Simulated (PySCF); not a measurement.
A calculated (MN15, PySCF 2.14, x2c-QZVPPall, scalar relativity by spin-free X2C-1e) atom or ion has these occupied shells.

| shell | electrons | orbital energy (eV) | rms radius, mean of both spins (bohr) |
| --- | --- | --- | --- |
| 1s α | 1 | -713.57 | 0.206 |
| 1s β | 1 | -711.12 | 0.206 |
| 2s α | 1 | -73.807 | 1.01 |
| 2s β | 1 | -66.906 | 1.01 |
| 2p α | 3 | -55.403 | 0.982 |

**Question.** Name the element and its charge.

**Answer.** F²⁺ (fluorine, charge +2), in [He] 2s2 2p3, high-spin 4S determinant.
